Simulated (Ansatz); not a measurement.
Basis-set extrapolation for `NC(=O)[SiH2]Cl` (PBE0-D4/def2-TZVP geometry, frozen core, Ansatz 0.2.0). Multiplicity 1, RHF reference.

```
                      def2-TZVPP   def2-QZVPP
                 HF  -918.101768  -918.131333
    MP2 correlation    -0.903977    -0.977721
CCSD(T) correlation    -0.981659      not run
```

Energies in hartree. Use E(X) = E(∞) + A·exp(−7.88·√X) for Hartree–Fock and E(X) = E(∞) + B·X^(−2.97) for correlation, with X = 3 and 4, and add CCSD(T) minus MP2 of the smaller set to the MP2 limit.

Problem. What is the CCSD(T) energy at the basis-set limit?

Solution. HF limit: -918.131333 + (-0.029565) × 0.13774 = -918.13541. MP2 limit: -0.977721 + (-0.073744) × 0.74074 = -1.03235. Higher-order term: -0.981659 − (-0.903977) = -0.07768. Total: -919.24544 hartree, 425.4 kJ/mol below CCSD(T)/def2-TZVPP.
